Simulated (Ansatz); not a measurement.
Cd14H34S14. The state is a triplet with charge 0. Geometry PBE-D4/def2-SVP, that of the neutral singlet; atoms count from 1.

Cartesian coordinates in Å:
```
S -1.083 4.865 -0.109
Cd -3.013 4.184 1.490
Cd 0.826 3.060 4.350
S -1.363 2.443 2.694
Cd -1.911 3.357 -2.204
S -3.790 2.323 -0.575
Cd 1.500 3.782 -0.682
S 2.027 3.097 1.847
S -0.078 1.770 -1.156
Cd -0.652 0.602 0.985
Cd -4.261 -0.159 -1.272
S -2.957 -0.748 1.013
Cd 3.279 0.764 1.824
S 1.096 -0.871 2.051
Cd 2.256 -0.249 4.576
Cd -3.034 -3.054 2.326
S -1.478 -1.783 4.225
S 4.044 0.222 -4.306
Cd 0.357 0.111 -3.025
S -1.966 -1.199 -2.504
Cd 3.820 -2.293 -3.199
S 4.227 0.651 -0.471
S 1.886 -1.591 -1.687
Cd 1.533 -2.890 0.682
Cd -1.939 -3.769 -1.998
S -1.173 -3.650 0.501
Cd 2.597 -4.546 -5.052
S 0.920 -4.735 -2.508
H -1.309 6.180 -0.387
H 0.194 6.201 2.212
H -4.380 4.885 2.207
H -5.390 1.336 2.903
H 0.388 6.569 2.860
H 0.708 4.551 5.153
H -2.193 1.714 3.492
H -2.195 3.808 -3.815
H -5.198 1.716 2.262
H -4.916 2.921 -1.058
H 2.534 4.780 -1.581
H 3.113 3.892 2.051
H -5.635 -0.863 -1.982
H -3.663 0.114 1.797
H 3.808 0.455 3.534
H 1.226 1.300 4.671
H 2.374 -1.629 5.568
H -4.265 -4.079 2.879
H -0.829 -2.810 4.843
H -0.381 -1.494 3.368
H 4.178 -0.166 -5.607
H 2.654 0.349 -4.439
H 0.968 0.323 -4.632
H -2.505 -1.327 -3.750
H 5.185 -3.314 -3.107
H 5.097 -0.373 -0.233
H 2.761 -0.606 -1.096
H 2.246 -4.425 0.321
H -2.707 -5.001 -2.881
H -1.055 -4.996 0.675
H 2.588 -2.821 -4.834
H 2.646 -6.153 -5.526
H 0.687 -6.075 -2.401
H 1.594 -4.655 -1.282
```

In the def2 sets Cd takes a core potential; there is no spin–orbit coupling. Single mean-field runs in def2-TZVP are fitted with def2-universal-jkfit. In the triplet geometry the species has come apart into loosely held pieces. At PBE0-D4/def2-TZVP a singlet of charge 0 lies 4.22 eV below the triplet at the same geometry.

Problem. Estimate the Mulliken populations of the heavy atoms from the PBE0/def2-TZVP orbitals of Ansatz.

Solution. 
```
atom  charge (e)  spin (α − β)  d electrons
  S1       -0.62          0.00            –
 Cd2        0.54          0.01         9.98
 Cd3        0.41          0.01         9.98
  S4       -0.59          0.02            –
 Cd5        0.53          0.02         9.98
  S6       -0.65          0.00            –
 Cd7        0.58          0.00         9.98
  S8       -0.63          0.00            –
  S9       -0.83          0.12            –
Cd10        0.61          0.37        10.00
Cd11        0.55          0.01         9.98
 S12       -0.61          0.01            –
Cd13        0.62          0.03        10.00
 S14       -0.64          0.48            –
Cd15        0.30          0.08         9.97
Cd16        0.51          0.01         9.98
 S17       -0.30          0.06            –
 S18       -0.27          0.01            –
Cd19        0.62          0.03         9.99
 S20       -0.65          0.00            –
Cd21        0.39          0.03         9.98
 S22       -0.52          0.12            –
 S23       -0.67          0.10            –
Cd24        0.48          0.17         9.98
Cd25        0.56          0.02         9.98
 S26       -0.63         -0.01            –
Cd27        0.41          0.01         9.95
 S28       -0.38          0.01            –
```
Mulliken values depend strongly on the basis.

Problem. Where does the spin sit?

Solution. Summed by element: S 0.93, Cd 0.81, H 0.27, of 2 unpaired in all. Largest on single atoms: S14 0.48, Cd10 0.37, Cd24 0.17.

Problem. And the Mayer bond orders between heavy atoms (over 0.3)?

Solution. S1–Cd2 0.42 (2.60 Å); S1–Cd5 0.34 (2.71 Å); Cd2–S4 0.35 (2.68 Å); S4–Cd10 0.39 (2.61 Å); Cd5–S6 0.33 (2.69 Å); Cd5–S9 0.36 (2.64 Å); S6–Cd11 0.42 (2.62 Å); Cd7–S8 0.33 (2.67 Å); Cd7–S9 0.42 (2.60 Å); S8–Cd13 0.41 (2.65 Å); S9–Cd10 0.42 (2.51 Å); S9–Cd19 0.48 (2.54 Å); Cd10–S14 0.35 (2.52 Å); Cd11–S12 0.32 (2.70 Å); S12–Cd16 0.37 (2.66 Å); Cd13–S22 0.64 (2.48 Å); S14–Cd24 0.47 (2.48 Å); Cd16–S17 0.32 (2.76 Å); Cd16–S26 0.35 (2.67 Å); S18–Cd21 0.35 (2.76 Å); Cd19–S23 0.33 (2.65 Å); S20–Cd25 0.43 (2.62 Å); Cd21–S23 0.46 (2.55 Å); Cd25–S26 0.41 (2.62 Å).
